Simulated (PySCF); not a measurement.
**BI and its ions**

RHF-CCSD; B aug-cc-pVDZ, I aug-cc-pVDZ-PP with ECP28; scalar-relativistic core potentials (PySCF 2.14). Neutral (RHF): singlet (closed shell), Re = 2.163 Å, ωe = 568 cm⁻¹, De = 3.30 eV.

BI⁺ (UHF): doublet (σ ↑), Re = 1.983 Å, ωe = 780 cm⁻¹, De = 2.21 eV to B⁺ + I. The energies at the minima are -319.47851 hartree for BI and -319.14190 for BI⁺.

Problem. Work out the adiabatic ionisation energy, without and with harmonic zero-point energies (1 hartree = 27.2114 eV, 1 eV = 8065.5 cm⁻¹), and the change of the bond length.

Solution. At CCSD: 0.33661 hartree = 9.160 eV between the minima; the zero-point term (780.0 − 568.0)/2 cm⁻¹ = +0.013 eV makes it 9.173 eV. Re changes by -18.0 pm against the neutral. The electron leaves a σ orbital, and the shorter bond of the ion fits an antibonding orbital, or a change in how ionic the bond is.

Correlated steps freeze 5 core orbitals. Correlated levels converge slowly with the basis: in double zeta they bind strong bonds too weakly, by up to about 1 eV, and carry superposition errors of some tenths. These are scalar-relativistic numbers at best; spin–orbit coupling would shift them, the dissociation energy most. For an ion De counts to the pair picked by the measured ionisation energies or electron affinities, which need not be the lowest pair at this level. Where the molecule has an RHF reference, its open-shell atoms are computed with UHF. States were picked by a PBE0 search and need not be the measured ground states.

Neutral and ion stand on different kinds of reference determinant, which adds to the error of the difference.
